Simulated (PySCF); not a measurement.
## Gas-phase XPS of Ti(NMe2)2Cl2, computed

Ti(NMe2)2Cl2, C4H12Cl2N2Ti (singlet state).
Structure used (PBE0-D3(BJ)/def2-SVP), in Å, numbered top down from 1:
```xyz
21
C4H12Cl2N2Ti angstrom
Ti    -0.7376    0.7843   -0.5666
N     -1.0959   -0.0209    1.0487
C     -0.4451    0.5037    2.2246
C     -1.9927   -1.1257    1.2763
H     -1.1838    0.8621    2.9655
H      0.1996    1.3571    1.9628
H      0.1821   -0.2659    2.7131
H     -2.4476   -1.4503    0.3304
H     -1.4599   -1.9871    1.7215
H     -2.8068   -0.8410    1.9690
N      0.8956    0.1132   -1.0887
C      1.3133    0.6653   -2.3547
C      1.7887   -0.8504   -0.5132
H      2.2801    1.1956   -2.2664
H      0.5763    1.3992   -2.7246
H      1.4103   -0.1198   -3.1280
H      1.3909   -1.2156    0.4432
H      1.9253   -1.7205   -1.1838
H      2.7900   -0.4146   -0.3324
Cl    -0.5280    2.9999   -0.3499
Cl    -2.2416    0.1474   -2.0765
```

Computed, not measured: delta-SCF UKS SCAN, pcX-2 on the ionised atom (unc-x2c-TZVPall on a metal), pcseg-1 elsewhere, spin-free X2C in PySCF. Each binding energy is the total energy of the core-ionised species, with the hole localised on one atom, minus that of the ground state; both are solved self-consistently, so orbital relaxation is included.

List the computed XPS lines with their assignment.

| atom(s) | bonded to | level | binding energy (eV) | 2p1/2 (eV) | count |
| --- | --- | --- | --- | --- | --- |
| Cl20/Cl21 | Ti | Cl 1s | 2827.04 | – | 2 |
| N2/N11 | 2 C and Ti | N 1s | 404.21 | – | 2 |
| C3/C4/C12 | N and 3 H | C 1s | 291.73 | – | 3 |
| Cl20/Cl21 | Ti | Cl 2p3/2 | 204.46 | 206.11 | 2 |

Which effective nuclear charge Zeff reproduces each element's mean 1s value in the hydrogen-like formula E = 13.606 eV × Zeff²?

C (Z = 6): mean 291.7 eV, Zeff = 4.63, Z − Zeff = 1.37; N (Z = 7): mean 404.2 eV, Zeff = 5.45, Z − Zeff = 1.55; Cl (Z = 17): mean 2827.0 eV, Zeff = 14.41, Z − Zeff = 2.59. Means run over the listed sites, weighted by atom count.

Give the binding energy of Cl 2p3/2 of Cl20/Cl21 in hartree and in kJ/mol.

204.46 eV = 7.5138 Eh = 19727 kJ/mol.

Topologically equivalent atoms share the value of their first member; where this conformer doesn't relate them by symmetry, their own values could differ. The list is incomplete; no value stands for C 1s of C13 (hole states with ⟨S²⟩ of 1 or more are left out). Spin–orbit coupling isn't in the SCF: each 2p doublet comes from a relaxed spin-free hole plus a matrix of the shell (mean-field spin–orbit coupling and the ground-state 2p splitting), with 2p3/2 averaged over its two sublevels. 2p1/2 minus 2p3/2 (ligand field included): Cl 1.65 eV. No level of titanium is listed. Isolated species at its PBE0-D3(BJ)/def2-SVP geometry, gas phase. Metal 2p energies of this one-determinant scheme are less reliable than its 1s energies.

The run took 2.1 min wall, 5.3 min CPU on 2 threads of an Intel Xeon 6975P-C, no GPU, shared host with 192 logical CPUs at a one-minute load of 124, and the process peaked at 1.3 GiB of memory.
